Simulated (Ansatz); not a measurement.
Reactions of CH$_{5}$ClO$_{2}$Si (`CO[SiH](O)Cl`).

Isolated molecules relaxed with PBE0-D4/def2-TZVP in Ansatz; ΔE leaves out vibrations. CCSD(T)/CBS is the MP2 limit (def2-TZVPP, def2-QZVPP) plus CCSD(T) − MP2 in def2-TZVPP, frozen cores. This one scheme is used for every species. DFT in def2-TZVPP. B3LYP here is the variant with VWN-RPA as its local correlation; programs differ in this. No spin–orbit coupling; open shells (•) take unrestricted orbitals. For Br, Mg outer-core shells are correlated without core-valence functions, which leaves a few kJ/mol of doubt a bond. Scalar relativity is left out up to krypton. One conformer a species, not always the lowest.

| reaction | B3LYP-D4 (kJ/mol) | CCSD(T)/CBS(def2) (kJ/mol) |
| --- | --- | --- |
| `CO[SiH](O)Cl` + `C#C` → `C#C[SiH](Cl)OC` + H₂O | 72 | 70 |
| `CO[SiH](O)Cl` + `[OH][Mg][Br]` → `CO[Si](O)(Cl)Br` + `[OH][MgH]` | 107 | 111 |
| `CO[SiH](O)Cl` + `C[SiH](O)O` → `C[Si@@H](O)O[Si@H](O)Cl` + CH₃OH | -23 | -21 |
| `CO[SiH](O)Cl` + `O[SiH3]` → `O[SiH2][SiH](O)Cl` + CH₃OH | 128 | 132 |
| `CO[SiH](O)Cl` + `CC` → `CC[SiH](Cl)OC` + H₂O | 112 | 107 |
| `CO[SiH](O)Cl` + H₂O → `CO[SiH](O)O` + HCl | -5 | -3 |
| `CO[SiH](O)Cl` + `[CH3]`• → `CO[SiH]([O])Cl`• + CH₄ | 59 | 78 |

Largest T1 diagnostic: 0.015, for `CO[SiH]([O])Cl`•.
